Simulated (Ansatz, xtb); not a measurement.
**Ranking isomers of BClFHSi**

6 gas-phase structures of BClFHSi, found in a search over its isomers (lower ones may exist). Each was relaxed with GFN2-xTB; where two conformers were screened, the lower at r2SCAN-D4/def2-SVP is listed:

A. `F[Si]BCl`, a triplet
B. `FB([SiH])Cl`, a triplet
C. `FB[Si]Cl`, a singlet
D. `FB[Si]Cl`, a triplet
E. `F[Si]BCl`, a singlet
F. `FB([SiH])Cl`, a singlet

Problem. Make a reasoned guess at their ranking by r2SCAN-D4/def2-SVP single-point energy.

Solution. Calculated order at r2SCAN-D4/def2-SVP: C (0.000), B (0.187), F (0.244), D (0.300), A (0.549), E (0.606) eV.

Energies above the lowest of each column, in eV; the last columns are at B3LYP-D3(BJ)/6-311G** geometries and were run for some of them only (a dash: not run or not comparable):

```tsv
structure	GFN2-xTB	HF/STO-3G	r2SCAN-D4/def2-SVP	B3LYP-D3(BJ)/6-311G**	CCSD(T)/def2-TZVPP
C	0.106	0.000	0.000	0.000	0.000
B	–	0.929	0.187	0.584	–
F	0.489	0.979	0.244	0.009	0.073
D	–	0.608	0.300	0.565	0.658
A	–	2.130	0.549	0.746	–
E	0.000	1.917	0.606	–	–
```

CCSD(T)/def2-TZVPP puts C lowest of those it was run on; GFN2-xTB picks E. Flexible structures stand in one conformer each, not always the lowest. Frequencies (B3LYP-D3(BJ)/6-311G**) were run for C, D, F alone. GFN2-xTB has no spin polarisation and isn't compared across spin states. Open shells are spin-unrestricted.

Programs: Ansatz 0.2.0, xtb 6.7.1 (Pople sets with spherical d functions).
